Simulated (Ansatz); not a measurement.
Calculated with Ansatz (gas phase, PBE0-D4/def2-TZVP geometries, no zero-point term in ΔE). CCSD(T)/CBS adds triple-zeta CCSD(T) − MP2 to the extrapolated MP2 energy (def2 sets, frozen cores). DFT in def2-TZVPP. B3LYP here is the variant with VWN-RPA as its local correlation; programs differ in this. Each species was taken in one conformer, which may not be the lowest.

Reaction (redistribution): `CCB(S)S` + `C[SiH](F)CCl` → `CCB(S)Cl` + `C[SiH](F)CS`

| level | ΔE (kcal/mol) | difference from CCSD(T)/CBS |
| --- | --- | --- |
| r2SCAN-D4 | -7.6 | 0.0 |
| B3LYP-D4 | -7.4 | 0.2 |
| ωB97M-V | -8.1 | -0.5 |
| r2SCAN | -7.6 | 0.0 |
| PBE0 | -7.5 | 0.1 |
| MP2/def2-TZVPP | -7.9 | -0.3 |
| CCSD/def2-TZVPP | -7.7 | -0.1 |
| CCSD(T)/def2-TZVPP | -7.5 | 0.1 |
| HF/def2-QZVPP | -8.1 | -0.5 |
| SCS-MP2/def2-QZVPP | -7.7 | -0.1 |
| CCSD(T)/CBS | -7.6 | 0 |

Largest T1 diagnostic among the species: 0.012.
